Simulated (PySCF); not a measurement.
BHO, SMILES B=O. Geometry optimised at PBE0-D3(BJ)/def2-TZVPD.

TDA-PBE/def2-TZVPD run with PySCF 2.14.0 puts the lowest singlet excitations at 7.82, 7.99, 7.99, 8.93, 8.93, 9.19 eV.

Q: What are the lowest excitation roots from PySCF with ADC(3)/aug-cc-pVDZ? (An estimate is asked for; the answer gives what the named calculation found.)

A: 8.34, 8.42, 8.42, 10.14, 10.14, 10.52 eV. S1 differs by 0.52 eV (second minus first; roots are paired by order, and the bases may differ).
